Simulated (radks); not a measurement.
All-electron atom: Mn5+ in [Ar] 3d2.

All-electron calculation, Dirac Kohn-Sham, LDA (Slater exchange, VWN5 correlation), spin-unpolarised, spherical densities, finite nucleus; open shells fill j = l - 1/2 first; Fermi nuclear charge, rms radius 3.7057 fm. Program: a radial shooting solver on a logarithmic mesh with Libxc functionals.

Energy parts (hartree):
part                       energy
total                 -1149.55616
kinetic                1163.99817
electron-nucleus      -2687.35191
Hartree                 421.08382
exchange-correlation    -47.28624

Orbitals (lengths in bohr, moments of r in powers of bohr; r(90%) holds 90 % of the orbital's charge):
| orbital | occ. | eigenvalue (hartree) | <r> | r(90%) |
|---|---|---|---|---|
| 1s1/2 | 2 | -238.7818 | 0.06101 | 0.109 |
| 2s1/2 | 2 | -30.44320 | 0.2799 | 0.434 |
| 2p1/2 | 2 | -26.56115 | 0.2454 | 0.403 |
| 2p3/2 | 4 | -26.17921 | 0.2483 | 0.407 |
| 3s1/2 | 2 | -6.05374 | 0.8222 | 1.22 |
| 3p1/2 | 2 | -4.92049 | 0.8470 | 1.29 |
| 3p3/2 | 4 | -4.86756 | 0.8542 | 1.30 |
| 3d3/2 | 2 | -3.04639 | 0.9048 | 1.46 |
| 3d5/2 | 0 | -3.03972 | 0.9070 | 1.47 |

The highest occupied level is 3d3/2 at -82.897 eV. Summed over all electrons, <r^2> = 9.257 bohr^2, which gives a Langevin (diamagnetic) susceptibility term of -7.33 x 10^-6 cm^3/mol. For comparison, the ionisation energy in NIST's Atomic Spectra Database is 95.60 eV (measured). In exact Kohn-Sham theory the highest level is minus the ionisation energy, but local and semilocal functionals leave it too shallow, through self-interaction and a potential that decays too fast; potentials with the right tail come closer.

Beside tabulated values, note that spin-unpolarised runs miss the spin-polarisation part of the exchange energy of open shells.
